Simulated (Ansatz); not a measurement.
```yaml
crystal:
  periodic: [false, false, false]
  atoms:
    - {symbol: C, position_ang: [0.887250, 1.802556, -0.558888]}
    - {symbol: C, position_ang: [-0.235604, 1.344831, -0.127080]}
    - {symbol: Si, position_ang: [-0.176425, -0.403773, 0.739430]}
    - {symbol: C, position_ang: [-0.159233, -1.635446, -0.898141]}
    - {symbol: H, position_ang: [1.010693, 3.223912, -0.962088]}
    - {symbol: H, position_ang: [-0.775304, 1.990733, 0.710680]}
    - {symbol: H, position_ang: [1.373001, -0.657438, 1.562506]}
    - {symbol: H, position_ang: [-0.733183, -0.726721, 1.709072]}
    - {symbol: H, position_ang: [-1.238747, -1.381037, -1.090093]}
    - {symbol: H, position_ang: [0.428848, -1.300818, -1.283177]}
    - {symbol: H, position_ang: [-0.030015, -2.746895, -0.210571]}
basis:
  gaussian: {orbitals: "6-311G**", final_grid: {core_spheres: 20, valence_spheres: 16, degree: 47}}
magnetization: {spin_polarized: true, initial_magnetization: 1}
hamiltonian: {xc: {name: PBE0-DH}, pseudopotentials: {relativity: scalar}}
```

```sh
$ ansatz run in.yaml --threads 4 --pin off --events-out ev --progress --plain --max-ram 10444MiB
```

It prints (some lines left out):

```
Error: <dir> can't be read: No such file or directory (os error 2)
```
